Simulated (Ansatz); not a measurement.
Compare A (`C/N=C/N[SiH3]`) with its isomer B (`N=C([SiH3])CN`).

Gas-phase electronic energies from Ansatz, PBE0-D4/def2-TZVP geometries. CCSD(T)/CBS is the MP2 limit (def2-TZVPP, def2-QZVPP) plus CCSD(T) − MP2 in def2-TZVPP, frozen cores. DFT in def2-TZVPP. One conformer a species, not always the lowest.

A:

Z-matrix (Å, degrees):
```
C
N 1 1.435
H 1 1.094 2 110.0
H 1 1.101 2 113.3 3 121.3
H 1 1.094 2 110.0 3 -117.4
C 2 1.264 1 118.8 3 -121.3
N 6 1.366 2 120.0 1 180.0
H 6 1.099 2 123.7 1 -0.0
Si 7 1.747 6 119.2 2 -0.0
H 7 1.004 6 117.5 2 -180.0
H 9 1.481 7 111.9 6 -62.2
H 9 1.482 7 111.9 6 62.2
H 9 1.488 7 103.7 6 -180.0
```

B:

```xyz
13

N     1.3823    0.9660    0.4397
C     0.2550    0.3916    0.3509
Si   -0.9401    0.5750    1.8077
C    -0.1718   -0.4334   -0.8505
N     0.9166   -0.6358   -1.7813
H     1.9140    0.7780   -0.4216
H    -1.1046   -0.7443    2.4795
H    -2.2821    0.9832    1.3045
H    -0.4220    1.5782    2.7643
H    -0.6331   -1.3643   -0.4862
H    -0.9768    0.1152   -1.3527
H     1.4784   -1.4378   -1.5298
H     0.5842   -0.7717   -2.7245
```

(1) Which isomer does CCSD(T)/CBS put lower? Give the gap. (Best estimate.)

(2) Give E(B) − E(A) in kcal/mol with ωB97M-V, MP2/def2-TZVPP, PBE-D4, B2PLYP, CCSD/def2-TZVPP, CCSD(T)/def2-TZVPP, HF/def2-TZVPP. (Estimate.)

Largest T1 diagnostic: 0.013.

Answers

(1) Computed: A, by 22.8 kcal/mol.

(2) Ansatz gave: ωB97M-V 23.6, MP2/def2-TZVPP 24.8, PBE-D4 23.7, B2PLYP 25.2, CCSD/def2-TZVPP 23.1, CCSD(T)/def2-TZVPP 22.8, HF/def2-TZVPP 26.3. None reverses the order clearly.

In def2-TZVPP, CCSD(T) changes the Hartree–Fock value by −3.5 kcal/mol (the triples alone add −0.2 kcal/mol) and MP2 by −1.5 kcal/mol.
